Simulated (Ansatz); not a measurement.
Total energies of In4As5H16⁺ from Ansatz at PBE-D4/def2-TZVP, gas phase (1 Eh = 27.2114 eV = 2625.5 kJ/mol). The reference geometry is relaxed at r2SCAN-D4/def2-SVP.

```tsv
atom	x (Å)	y (Å)	z (Å)
In1	0.515	-1.300	2.365
In2	3.044	0.850	-1.398
In3	-1.433	-2.270	-2.035
In4	-1.528	2.281	-0.064
As5	-0.864	-2.768	0.618
As6	2.657	-0.558	0.952
As7	-0.925	0.978	2.220
As8	0.945	2.604	-1.011
As9	-2.458	0.240	-1.511
H10	0.756	-1.896	3.952
H11	2.450	-0.211	-2.598
H12	4.439	1.785	-1.093
H13	-2.791	-3.235	-2.400
H14	0.108	-1.933	-2.695
H15	-2.524	3.660	0.139
H16	-0.211	-4.127	0.718
H17	-2.124	-3.127	1.372
H18	3.392	-1.869	0.788
H19	3.569	0.007	2.017
H20	-0.294	1.978	3.159
H21	-2.203	0.772	2.998
H22	1.431	3.825	-0.264
H23	0.702	3.303	-2.330
H24	-3.894	0.119	-1.056
H25	-2.759	0.892	-2.841
```

| state | geometry | energy (Eh) |
| --- | --- | --- |
| charge 1 singlet | reference | -11947.75390 |
| charge 2 doublet | reference | -11947.33877 |
| charge 2 doublet | relaxed at r2SCAN-D4/def2-SVP | -11947.34877 |
| charge 0 doublet | reference | -11947.89272 |

In the def2 sets In takes a core potential; there is no spin–orbit coupling. Single mean-field runs in def2-TZVP are fitted with def2-universal-jkfit.

Question: Work out the vertical ionisation energy to the doublet.

Answer: E(charge 2 doublet) − E(charge 1 singlet) = -11947.33877 − (-11947.75390) = 0.41513 Eh = 11.30 eV. For comparison, −ε of the highest occupied level is 9.54 eV at this level, 1.76 eV less.

Question: Work out the vertical electron affinity, to the doublet.

Answer: E(charge 1 singlet) − E(charge 0 doublet) = -11947.75390 − (-11947.89272) = 0.13882 Eh = 3.78 eV.

Question: Give the fundamental gap IE − EA, the Mulliken electronegativity (IE + EA)/2 and the hardness (IE − EA)/2.

Answer: From the values in Eh: IE − EA = 0.41513 − 0.13882 = 0.27631 Eh = 7.52 eV; (IE + EA)/2 = 7.54 eV; (IE − EA)/2 = 3.76 eV. The HOMO–LUMO gap of the same run is 4.27 eV, 3.25 eV smaller than the fundamental gap.

Question: How much does the charge 2 doublet relax, and what is the adiabatic ionisation energy?

Answer: Relaxation: -11947.33877 − (-11947.34877) = 0.01000 Eh = 0.27 eV. Adiabatic ionisation energy: 0.40513 Eh = 11.02 eV, without zero-point energy. 

At PBE-D4/def2-TZVP the gap within one spin of the charge 2 doublet nearly closes, so an electron or hole may be smeared out by delocalisation error. At PBE-D4/def2-TZVP the gap within one spin of the charge 0 doublet nearly closes, so an electron or hole may be smeared out by delocalisation error.
